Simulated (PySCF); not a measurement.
SMILES C(c1ccccc1C(C)=O)=O, GFN2-xTB optimised geometry.

```
19

C     -1.92    -2.12    -1.29
C     -1.49    -1.60     0.06
O     -1.80    -2.10     1.11
C     -0.71    -0.32     0.00
C     -1.39     0.89     0.00
C     -0.69     2.09    -0.01
C      0.70     2.09    -0.01
C      1.38     0.89     0.00
C      0.69    -0.32     0.00
C      1.41    -1.59    -0.02
O      0.89    -2.67    -0.18
H     -2.50    -3.02    -1.17
H     -2.51    -1.36    -1.79
H     -1.04    -2.33    -1.89
H     -2.47     0.90     0.01
H     -1.23     3.02    -0.02
H      1.24     3.02    -0.01
H      2.46     0.88     0.00
H      2.50    -1.50     0.11
```

Density from PBE0/def2-SVP (PySCF) at that geometry.

Minimum of the electron density along straight lines between bonded atoms, close to the bond critical point (lines longer than 1.1 times the sum of covalent radii, or with two minima, are not listed):

```json
[
 {"bond": "C1–C2", "length / Å": "1.506", "ρ at the minimum / e bohr⁻³": "0.258", "∇²ρ there / e bohr⁻⁵": "-0.62", "position (fraction from the first atom)": "0.49"},
 {"bond": "C2–O3", "length / Å": "1.203", "ρ at the minimum / e bohr⁻³": "0.415", "∇²ρ there / e bohr⁻⁵": "0.43", "position (fraction from the first atom)": "0.33"},
 {"bond": "C2–C4", "length / Å": "1.504", "ρ at the minimum / e bohr⁻³": "0.263", "∇²ρ there / e bohr⁻⁵": "-0.65", "position (fraction from the first atom)": "0.49"},
 {"bond": "C4–C5", "length / Å": "1.387", "ρ at the minimum / e bohr⁻³": "0.309", "∇²ρ there / e bohr⁻⁵": "-0.77", "position (fraction from the first atom)": "0.50"},
 {"bond": "C5–C6", "length / Å": "1.385", "ρ at the minimum / e bohr⁻³": "0.312", "∇²ρ there / e bohr⁻⁵": "-0.80", "position (fraction from the first atom)": "0.50"},
 {"bond": "C6–C7", "length / Å": "1.387", "ρ at the minimum / e bohr⁻³": "0.311", "∇²ρ there / e bohr⁻⁵": "-0.80", "position (fraction from the first atom)": "0.50"},
 {"bond": "C7–C8", "length / Å": "1.381", "ρ at the minimum / e bohr⁻³": "0.314", "∇²ρ there / e bohr⁻⁵": "-0.81", "position (fraction from the first atom)": "0.50"},
 {"bond": "C4–C9", "length / Å": "1.401", "ρ at the minimum / e bohr⁻³": "0.301", "∇²ρ there / e bohr⁻⁵": "-0.74", "position (fraction from the first atom)": "0.50"},
 {"bond": "C8–C9", "length / Å": "1.395", "ρ at the minimum / e bohr⁻³": "0.307", "∇²ρ there / e bohr⁻⁵": "-0.77", "position (fraction from the first atom)": "0.50"},
 {"bond": "C9–C10", "length / Å": "1.465", "ρ at the minimum / e bohr⁻³": "0.279", "∇²ρ there / e bohr⁻⁵": "-0.70", "position (fraction from the first atom)": "0.50"},
 {"bond": "C10–O11", "length / Å": "1.205", "ρ at the minimum / e bohr⁻³": "0.412", "∇²ρ there / e bohr⁻⁵": "?", "position (fraction from the first atom)": "0.33"},
 {"bond": "C1–H12", "length / Å": "1.086", "ρ at the minimum / e bohr⁻³": "0.278", "∇²ρ there / e bohr⁻⁵": "-1.04", "position (fraction from the first atom)": "0.64"},
 {"bond": "C1–H13", "length / Å": "1.089", "ρ at the minimum / e bohr⁻³": "0.273", "∇²ρ there / e bohr⁻⁵": "-0.98", "position (fraction from the first atom)": "0.62"},
 {"bond": "C1–H14", "length / Å": "1.087", "ρ at the minimum / e bohr⁻³": "0.275", "∇²ρ there / e bohr⁻⁵": "-1.02", "position (fraction from the first atom)": "0.63"},
 {"bond": "C5–H15", "length / Å": "1.080", "ρ at the minimum / e bohr⁻³": "0.284", "∇²ρ there / e bohr⁻⁵": "-1.09", "position (fraction from the first atom)": "0.63"},
 {"bond": "C6–H16", "length / Å": "1.080", "ρ at the minimum / e bohr⁻³": "0.285", "∇²ρ there / e bohr⁻⁵": "-1.10", "position (fraction from the first atom)": "0.63"},
 {"bond": "C7–H17", "length / Å": "1.079", "ρ at the minimum / e bohr⁻³": "0.284", "∇²ρ there / e bohr⁻⁵": "-1.09", "position (fraction from the first atom)": "0.63"},
 {"bond": "C8–H18", "length / Å": "1.080", "ρ at the minimum / e bohr⁻³": "0.284", "∇²ρ there / e bohr⁻⁵": "-1.09", "position (fraction from the first atom)": "0.63"},
 {"bond": "C10–H19", "length / Å": "1.107", "ρ at the minimum / e bohr⁻³": "0.277", "∇²ρ there / e bohr⁻⁵": "-1.04", "position (fraction from the first atom)": "0.64"}
]
```

Task: Complete the blanks.

Result: 
- C10–O11, ∇²ρ there / e bohr⁻⁵: 0.48
